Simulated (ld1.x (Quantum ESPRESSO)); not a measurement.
# thallium (Tl): one change to an RRKJ potential, before and after

```
Element                 : thallium
Generator               : ld1.x (Quantum ESPRESSO) 7.5
Type                    : norm-conserving RRKJ (Kleinman–Bylander form)
Functional              : PBE
Relativity              : scalar-relativistic
Frozen core             : [Xe] 4f14 5d10
Valence charge          : 3
Reference configuration : 6s2 6p0 (charge +1)
Partial waves           : 6p (bound, empty): rc 2.10 bohr; 6s (bound): rc 1.65 bohr
Local potential         : the s channel
Core correction         : Bessel-smoothed model core, default radius (core density twice the valence density)
rho0                    : 0.02
```

Change: reference 6s1 6p0.

Cutoffs: the cutoffs (Ry, on a coarse ladder) from which the occupation-weighted sum of valence levels, in a spherical-Bessel basis at the reference potential, stays within 10 and 1 mRy of its value at 400 Ry; they do not see the model core or the augmentation charge, which bear on the density cutoff. Errors are all-electron minus pseudo energies relative to the spin-unpolarised reference configuration.

**Question.** What does the change do?

**Answer.** The potential gets softer (40 Ry and 90 Ry → 30 Ry and 80 Ry); the bound ghost in d disappears.

| quantity | base | changed |
| --- | --- | --- |
| cutoff, loose | 40 Ry | 30 Ry |
| cutoff, tight | 90 Ry | 80 Ry |
| bound ghosts | d | none |
| largest error over its own tests, meV | -216 | -310 |
| s: phases at 2.31 bohr within 0.05 rad from the reference energy up to (Ry; the scan ends near 5) | 1.1 | 0.5 |
| p: phases at 2.31 bohr within 0.05 rad from the reference energy up to (Ry; the scan ends near 5) | 4.0 | 3.4 |

 A true bound ghost makes a file unfit for plane-wave use even where its test errors are small: the radial tests pick states by their node count and pass the ghost by.
